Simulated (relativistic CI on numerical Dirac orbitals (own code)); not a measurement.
Quantum defects of the nd series of Ge³⁺

Problem. The nd 2D levels with J = 5/2 of Ge³⁺ lie at 4d: 190852.5, 5d: 267575.6 cm⁻¹ (Sugar and Musgrove, J. Phys. Chem. Ref. Data 22, 1213 (1993)), and the ionisation limit at 368720.4 cm⁻¹ (NIST ASD). Find the quantum defects and predict 6d.

Working.
1. The outer electron sees the charge z = 4; R = 109736.50 cm⁻¹ for this mass. The binding energy T = limit − E defines n* = z√(R/T).
2. Values: 4d: T = 177867.9, n* = 3.1419, δ = n − n* = 0.8581; 5d: T = 101144.8, n* = 4.1664, δ = n − n* = 0.8336.
3. With δ held at 0.8336: E(6d) = limit − Rz²/(6 − δ)² = 302940.9 cm⁻¹.
4. The Ritz form δ = δ₀ + a/n*² through the last two members has a = 0.5622 and δ₀ = 0.8012, so with n* ≈ 6 − 0.8336, δ(6) = 0.8222 and E = 303228.3 cm⁻¹.

Check. The measured level is 303168.5 cm⁻¹ (δ = 0.8246), so the two predictions miss by -227.6 and 59.8 cm⁻¹. A relativistic CI calculation tied to the same limit puts it at 303893 cm⁻¹. The defect is large because this electron penetrates the core.
